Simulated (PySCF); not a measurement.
**PmF: energy against distance**

Set-up: Pm x2c-SVPall, F x2c-SVPall; spin-free X2C with a Gaussian nucleus (PySCF 2.14). Energies in eV from Pm (4f5 6s2) + F in their ground configurations at the same level. State: septet, about 5.0 electrons in the 4f shell (Mulliken), real f orbitals that mix terms.

All columns are r²SCAN. A positive dipole means Pm(−)F(+).

```csv
R (Å),E (eV),μ (D),Mulliken charge on Pm (basis-dependent),HOMO (eV),LUMO (eV),Mayer bond order,⟨S²⟩
1.768,-5.462,-1.64,0.23,-1.52,-1.53,1.27,12.01
1.850,-6.020,-2.05,0.29,-1.53,-1.59,1.21,12.01
1.933,-6.328,-2.46,0.34,-1.57,-1.64,1.15,12.01
1.994,-6.438,-2.76,0.37,-1.62,-1.67,1.11,12.01
2.056,-6.467,-3.09,0.40,-1.73,-1.70,1.07,12.01
2.118,-6.433,-3.41,0.42,-1.89,-1.74,1.04,12.01
2.200,-6.311,-3.83,0.45,-2.08,-1.79,1.00,12.01
2.303,-6.075,-4.33,0.48,-2.29,-1.86,0.96,12.01
2.426,-5.717,-4.92,0.50,-2.53,-1.94,0.92,12.01
2.591,-5.187,-5.69,0.52,-2.81,-2.06,0.88,12.01
```

A fit through these points gives, at Re = 2.051 Å, μ = -3.06 D and dμ/dR = -5.27 D/Å; the reduced mass is 16.8 u.

Problem. How strong is the fundamental in the double-harmonic approximation, I = 42.26·(dμ/dR)²/μred km/mol?

Solution. I = 42.26·(-5.27)²/16.8 = 69.9 km/mol at r²SCAN.

These are scalar-relativistic numbers at best; spin–orbit coupling would shift them, the dissociation energy most. The state is the lowest single determinant that the PBE0 search found; with open d or f shells the true ground state can be another one.

At some distances an empty level lies below a filled one, because the occupation is held.
